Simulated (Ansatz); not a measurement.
BnFm: PBE0-D4/def2-TZVP single points in Ansatz on relaxed structures, gas phase. Each cluster is the lowest isomer that a short search found in that spin, judged at the geometry's level, and lower ones may exist. HOMO and LUMO are taken over both spins. Binding counts from free atoms in the multiplicity of their measured ground term, without zero-point energy. Singlets are spin-restricted. The spins of the ions were chosen, not always searched. The structures are stationary points that may keep the symmetry of their start. Remarks come from the PBE and PBE0 runs and from stability tests at other levels; not every state was tested.

```tsv
species	atoms	state	geometry	HOMO (eV)	LUMO (eV)	gap (eV)	vertical IE (eV)	binding per atom (eV)	lowest of the spins relaxed	point group (within 0.1 Å)	remarks
B3F2	5	doublet; oxidised ion triplet	PBE-D4/def2-SVP	-5.82	-3.49	2.33	7.96	4.42	doublet, of doublet/quartet	D∞h	–
B3F3	6	singlet	PBE0-D4/def2-SVP	-6.22	-3.27	2.94	8.48	4.56	singlet, of singlet/triplet/quintet	C2v	–
B2F4	6	singlet	PBE0-D4/def2-SVP	-10.07	-2.08	8.00	12.75	5.05	–	D2	–
B4F2	6	singlet	PBE-D4/def2-SVP	-7.20	-4.00	3.20	9.45	4.57	–	C2h	restricted SCF unstable in HF
```

The gap (eV) runs from 2.33 (B3F2) to 8.00 (B2F4). The vertical IE (eV) runs from 7.96 (B3F2) to 12.75 (B2F4). The binding per atom (eV) runs from 4.42 (B3F2) to 5.05 (B2F4).
